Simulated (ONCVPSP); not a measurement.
## germanium: excitation energies, all-electron against ONCV

* Element: germanium
* Generator: ONCVPSP 4.0.1
* Type: optimised norm-conserving Vanderbilt (ONCV)
* Functional: PBE
* Relativity: scalar-relativistic
* Frozen core: [Ar] 3d10
* Valence charge: 4
* Reference configuration: 4s1.5 4p2.5
* Partial waves: 4s: rc 1.75 bohr, ncon 3, nbas 6, qcut 4.5 1/bohr, local; 4p: rc 2.20 bohr, ncon 3, nbas 7, qcut 3.8 1/bohr, 3 projectors, debl 3 Ha
* Local potential: the s channel
* Core correction: polynomial model core, fcfact 0.45

Energies are relative to the spin-unpolarised reference configuration 4s1.5 4p2.5; without spin polarisation the order of configurations can differ from experiment.

Q: Give the all-electron excitation energy and the error of the potential for: 4s2 4p2; 4s2 4p1; 4s2 4p0; 4s2 4p1.5.

A:

```tsv
valence configuration	charge	ΔE all-electron (eV)	error AE − PS (meV)
4s2 4p2	0	-3.953	-0.6
4s2 4p1	+1	3.491	-1.2
4s2 4p0	+2	18.931	-35
4s2 4p1.5	+0.5	-1.151	+0.5
```

Levels in the configuration 4s2 4p1:

```csv
level,all-electron (eV),pseudo (eV)
4s,-19.859,-19.873
4p,-11.242,-11.250
```
